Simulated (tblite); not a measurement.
Compound: C₂H₄SSi.
SMILES with atom numbers: `[CH:1]1=[CH:2][S:3][SiH2:4]1` (hydrogens: H5 on C1; H6 on C2; H7, H8 on Si4)

Computed with GFN2-xTB (tblite), gas phase: L-BFGS steps from a force-field or distance-geometry start until the largest atomic force falls under 0.01 eV/Å.

Step 9: E = -306.4169 eV
```
atom  x, y, z in Å  |  force x, y, z in eV/Å
C1      0.7633   -0.2527   -0.4542   -0.056   0.005   0.034
C2      0.9549    0.7422    0.4216   -0.049   0.037   0.021
S3     -0.5629    1.1431    1.2168   -0.026  -0.006   0.011
Si4    -1.0768   -0.5004   -0.1674    0.086  -0.146  -0.165
H5      1.5266   -0.6907   -1.0749   -0.030   0.003   0.011
H6      1.8412    1.2899    0.6798    0.125   0.031   0.003
H7     -1.9695   -0.0289   -1.2162   -0.014   0.000   0.083
H8     -1.4678   -1.6931    0.5700   -0.036   0.077   0.003
```

Step 10: E = -306.4189 eV
```
atom  x, y, z in Å  |  force x, y, z in eV/Å
C1      0.7652   -0.2541   -0.4553   -0.005   0.027   0.033
C2      0.9556    0.7421    0.4204   -0.059   0.065   0.061
S3     -0.5671    1.1401    1.2146    0.053  -0.019  -0.023
Si4    -1.0748   -0.5053   -0.1718    0.111  -0.087  -0.134
H5      1.5335   -0.6879   -1.0750   -0.069   0.004   0.025
H6      1.8442    1.2909    0.6807    0.032  -0.019  -0.023
H7     -1.9738   -0.0282   -1.2099   -0.026   0.004   0.041
H8     -1.4737   -1.6884    0.5717   -0.037   0.025   0.019
```

Step 11: E = -306.4205 eV
```
atom  x, y, z in Å  |  force x, y, z in eV/Å
C1      0.7665   -0.2544   -0.4552    0.049   0.045   0.027
C2      0.9553    0.7433    0.4205   -0.039   0.067   0.069
S3     -0.5694    1.1377    1.2128    0.083  -0.027  -0.040
Si4    -1.0712   -0.5110   -0.1780    0.097  -0.031  -0.078
H5      1.5370   -0.6858   -1.0745   -0.074   0.002   0.028
H6      1.8471    1.2914    0.6809   -0.044  -0.051  -0.037
H7     -1.9775   -0.0275   -1.2044   -0.037   0.008   0.003
H8     -1.4787   -1.6842    0.5732   -0.035  -0.013   0.028
```

Step 12: E = -306.4218 eV
```
atom  x, y, z in Å  |  force x, y, z in eV/Å
C1      0.7685   -0.2538   -0.4546    0.073   0.047   0.015
C2      0.9542    0.7452    0.4216   -0.004   0.043   0.048
S3     -0.5698    1.1354    1.2108    0.065  -0.020  -0.030
Si4    -1.0664   -0.5168   -0.1848    0.048   0.004  -0.019
H5      1.5388   -0.6839   -1.0736   -0.048  -0.005   0.016
H6      1.8489    1.2908    0.6805   -0.073  -0.050  -0.032
H7     -1.9814   -0.0269   -1.1995   -0.036   0.007  -0.019
H8     -1.4837   -1.6807    0.5750   -0.025  -0.027   0.022
```

**Question.** Estimate the geometry and energy of step 13. (The exact step hangs on the optimiser's Hessian estimate; all steps are aligned on step 12, rigid shifts and turns removed.)

**Answer.** E = -306.4224 eV, largest force 0.056 eV/Å
```
atom  x, y, z in Å  |  force x, y, z in eV/Å
C1      0.7706   -0.2526   -0.4540    0.048   0.029   0.004
C2      0.9534    0.7465    0.4228    0.013   0.013   0.018
S3     -0.5688    1.1341    1.2094    0.023  -0.005  -0.006
Si4    -1.0629   -0.5198   -0.1888    0.007   0.010   0.007
H5      1.5393   -0.6830   -1.0729   -0.013  -0.012   0.000
H6      1.8485    1.2899    0.6798   -0.043  -0.019  -0.013
H7     -1.9841   -0.0264   -1.1971   -0.022   0.001  -0.018
H8     -1.4868   -1.6793    0.5762   -0.013  -0.017   0.008
```

The energy changes by -0.0006 eV. The first-order estimate −F·Δx gives -0.0009 eV and the mean of the old and new forces, exact on a quadratic surface, -0.0006 eV. The step makes an angle of 58° with the force vector and moves no atom by more than 0.006 Å.

What follows is the cost of the whole relaxation. Time: 0.13 s. Hardware: one thread, Arm Neoverse N1 (aarch64) (shared host).
